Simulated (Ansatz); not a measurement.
The cluster Ru₂Pt₂. Charge 0, multiplicity 5. Geometry r2SCAN-D4/def2-SVP; atoms count from 1.

```
atom    x (Å)    y (Å)    z (Å)
 Pt1  -1.1026  -1.6422  -0.7376
 Pt2   0.4047   1.7077   1.1743
 Ru3  -0.0762   0.6304  -1.0137
 Ru4   0.7740  -0.6959   0.5770
```

In the def2 sets Pt, Ru take a core potential; there is no spin–orbit coupling. The charge 0 quintet is spin-contaminated (final ⟨S²⟩ up to 6.62, 6.00 for a pure state). The structure comes from a short search, and lower isomers may exist.

**Question.** Estimate the Mulliken populations from the PBE0/def2-TZVP orbitals of Ansatz.

**Answer.** 
```tsv
atom	charge (e)	spin (α − β)	d electrons
Pt1	0.01	0.32	8.99
Pt2	0.01	0.21	8.99
Ru3	-0.03	0.72	6.91
Ru4	0.01	2.75	6.72
```
Mulliken values depend strongly on the basis.

**Question.** Where does the spin sit?

**Answer.** Summed by element: Pt 0.53, Ru 3.47, of 4 unpaired in all. Largest on single atoms: Ru4 2.75, Ru3 0.72, Pt1 0.32.

**Question.** And the Mayer bond orders between heavy atoms (over 0.3)?

**Answer.** Pt1–Ru3 0.97 (2.51 Å); Pt1–Ru4 1.08 (2.48 Å); Pt2–Ru3 1.05 (2.49 Å); Pt2–Ru4 1.01 (2.50 Å); Ru3–Ru4 1.84 (2.24 Å).
